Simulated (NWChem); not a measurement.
System: C₃H₆ClF; SMILES CC[C@@H](F)Cl

NWChem input:

```
start job
memory heap 200 mb stack 900 mb global 1100 mb
geometry units angstroms noautoz
  C     -0.856085     1.688046     0.585618
  C     -0.220757     1.151309    -0.695063
  C      0.570292    -0.131740    -0.506675
  F      1.560208     0.048148     0.423630
  Cl    -0.498453    -1.496494     0.035077
  H     -1.587253     0.963717     0.995233
  H     -1.382029     2.643311     0.394224
  H     -0.084338     1.866842     1.359543
  H      0.491150     1.894098    -1.117830
  H     -0.985023     0.964600    -1.477634
  H      1.036665    -0.486320    -1.449216
end
basis spherical
  * library 6-31+g*
end
dft
  xc b3lyp
  iterations 150
end
tddft
  nroots 8
  notriplet
end
task tddft energy
```

The geometry was optimised at PBE-D3(BJ)/def2-SVP.

Vertical excitations in the gas phase.

Problem. What results follow from this input? (B3LYP/6-31+G* (spherical d), full TDDFT.) Quantities: lowest excitation, singlet (eV); oscillator strength of that lowest state; lowest state with f > 0.02, singlet (eV); oscillator strength of that bright state; orbital gap (eV).

Solution. 
| Quantity | Value |
|---|---|
| lowest excitation, singlet (eV) | 7.13 |
| oscillator strength of that lowest state | 0.002 |
| lowest state with f > 0.02, singlet (eV) | 8.49 |
| oscillator strength of that bright state | 0.020 |
| orbital gap (eV) | 8.41 |
